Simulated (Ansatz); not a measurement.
Basis sets compared for `C#CCCC(F)(F)C(F)(F)C(F)(F)C(F)(F)C(F)(F)C(F)(F)C(F)(F)C(F)(F)F`. Total charge 0; singlet. Geometry PBE-D4/def2-SVP. Ansatz on 2 threads of AMD EPYC 7R13 on a shared host and a share (18 GiB) of an NVIDIA H100 80GB HBM3; times are rough, and most runs start from earlier orbitals.

```tsv
atom	x (Å)	y (Å)	z (Å)
C1	6.061	2.221	-2.391
C2	5.057	1.541	-2.235
C3	3.843	0.750	-2.060
C4	2.592	1.488	-2.576
C5	1.308	0.666	-2.606
F6	1.547	-0.591	-3.095
F7	0.418	1.279	-3.441
C8	0.603	0.516	-1.219
F9	0.140	1.740	-0.858
F10	1.527	0.112	-0.300
C11	-0.567	-0.523	-1.190
F12	-0.035	-1.765	-1.139
F13	-1.295	-0.401	-2.327
C14	-1.619	-0.394	-0.021
F15	-2.299	0.764	-0.170
F16	-2.474	-1.435	-0.204
C17	-1.069	-0.474	1.435
F18	-0.368	-1.620	1.584
F19	-0.239	0.582	1.638
C20	-2.132	-0.377	2.594
F21	-1.413	-0.485	3.743
F22	-2.703	0.846	2.548
C23	-3.268	-1.452	2.629
F24	-2.771	-2.664	2.285
F25	-4.233	-1.092	1.752
C26	-3.941	-1.598	4.036
F27	-4.253	-0.390	4.533
F28	-3.124	-2.231	4.889
F29	-5.066	-2.316	3.902
H30	6.955	2.814	-2.523
H31	3.942	-0.214	-2.605
H32	3.723	0.488	-0.989
H33	2.753	1.806	-3.627
H34	2.400	2.410	-1.991
```

Single mean-field runs in def2-SVP, def2-TZVP are fitted with def2-universal-jkfit.

Binding counts from free atoms (C triplet, F doublet, H doublet) in the same basis, without a counterpoise term.

```tsv
level	functions	energy (Eh)	HOMO (eV)	LUMO (eV)	binding per atom (eV)	wall time
PBE-D4/def2-SVP	431	-2153.8039	-6.63	-0.90	4.90	3.6 s
PBE0-D4/def2-SVP	431	-2153.8037	-7.96	0.06	4.67	3.2 s
```

Question: Estimate the rows for PBE-D4/def2-TZVP (with forces), PBE0-D4/def2-TZVP.

Answer: 
```
                         level  functions  energy (Eh)  HOMO (eV)  LUMO (eV)  binding per atom (eV)  wall time
PBE-D4/def2-TZVP (with forces)        929   -2156.3479      -6.78      -1.29                   4.74      7.5 s
             PBE0-D4/def2-TZVP        929   -2156.3457      -8.03      -0.18                   4.55      4.6 s
```
